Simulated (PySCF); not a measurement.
Run record: geometry optimisation, `C=[C]([GeH3])S[SiH3]`.

Method: PBE0-D3(BJ)/def2-SVP geometry optimisation, gas phase (PySCF 2.14.0). Start geometry: GFN2-xTB. A driver script takes a list of jobs; this job's settings line and coordinates (Å) are shown.

Command:
```bash
OMP_NUM_THREADS=1 python probes_run.py task.json out
```

Input:
```
{"job": {"xc": "PBE0", "basis": "def2-SVP", "d3": "d3bj", "grid": 1, "shake": 0.01, "kind": "geom"}, "charge": 0, "multiplicity": 1}
C     -0.341290     1.023840    -0.826220
C     -0.562830     0.019900    -0.015320
Ge    -2.335320    -0.560620     0.593440
S      0.742990    -0.991310     0.665950
Si     2.583310    -0.198260    -0.020700
H     -1.214350     1.613230    -1.195970
H      0.620900     1.370300    -1.168000
H     -2.548970    -1.966120     0.193930
H     -2.390300    -0.477600     2.108680
H     -3.373930     0.316870     0.017680
H      2.680260     1.184860     0.459120
H      2.643380    -0.283320    -1.457830
H      3.501970    -1.068660     0.634910
```

Output:
```
step   0  E = -2844.53268239  max force = 0.036520
step   1  E = -2844.54141990  max force = 0.007037
step   2  E = -2844.54217210  max force = 0.001684
step   3  E = -2844.54226311  max force = 0.001489
step   4  E = -2844.54229102  max force = 0.000475
step   5  E = -2844.54229579  max force = 0.000123
optimisation converged
```

Energies in Eh; «max force» is the largest Cartesian gradient component in Eh/bohr.

Question: How much energy does the optimisation release, in eV?

Answer: E(step 0) − E(last step) = 0.009613 Eh, which is 0.262 eV.

Question: Give the first gradient maximum in eV/Å.

Answer: With 1 Eh/bohr = 51.422 eV/Å, 1.878 eV/Å.

Summary of the converged run: final energy -2844.54230 Eh after 5 steps; dipole 1.18 D.

Time: 51 s wall; peak memory 0.58 GiB. Hardware: one thread of an Arm Neoverse V1, on a shared host.
Labels such as C1 count atoms from 1, the log's own numbers from 0.
